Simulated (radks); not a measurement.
Task: All-electron atom: K in [Ar] 4s1. All-electron calculation, scalar-relativistic Kohn-Sham, r2SCAN, spin-polarised, spherical densities, finite nucleus; open shells are filled with parallel spins first; meta-GGA in the generalised Kohn-Sham scheme; Fermi nuclear charge, rms radius 3.4349 fm. Program: a radial shooting solver on a logarithmic mesh with Libxc functionals. Some entries of the table are withheld. Estimate them.

| orbital | occ. | eigenvalue (hartree) | <r^2> (bohr^2) |
|---|---|---|---|
| 1s up | 1 | -130.0538 | 0.008842 |
| 1s down | 1 | -130.0532 | 0.008842 |
| 2s up | 1 | -13.21112 | 0.1769 |
| 2s down | 1 | -13.21062 | 0.1769 |
| 2p up | 3 | -10.43366 | 0.1519 |
| 2p down | 3 | -10.43307 | 0.1519 |
| 3s up | 1 | -1.35082 | (1) |
| 3s down | 1 | -1.34922 | (2) |
| 3p up | 3 | -0.71455 | 2.450 |
| 3p down | 3 | -0.71269 | 2.429 |
| 4s up | 1 | -0.09535 | (3) |

Result: 
(1) 3s up <r^2> (bohr^2): 1.869
(2) 3s down <r^2> (bohr^2): 1.874
(3) 4s up <r^2> (bohr^2): 28.18
